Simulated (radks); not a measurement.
Values are calculated unless marked as measured or tabulated.
Task: These are the eigenvalues of the occupied orbitals of an atom or ion with whole-number occupations (Ry). Code: a radial shooting solver on a logarithmic mesh with Libxc functionals. Model: non-relativistic Kohn-Sham, PBE, spin-polarised, spherical densities, point nucleus.

1s up: -630.9776
1s down: -630.8536
2s up: -103.7752
2s down: -103.6692
2p up: -95.03301
2p down: -94.88409
3s up: -35.38478
3s down: -34.80872
3p up: -32.57980

Which element is it, and in what charge state? The configuration may be excited. Open shells, if any, are filled with parallel spins first.

Result: Z = 28, nickel, charge +14: Ni14+ in [Ne] 3s2 3p2. The list shows which subshells hold electrons but not how many an open one holds; the 1s level, -315.49 hartree, gives Z - s = 25.1 by -(Z - s)^2/2, which with screening narrows Z to a few neighbours, and the depths of the outer levels then fix element, charge and occupations together.
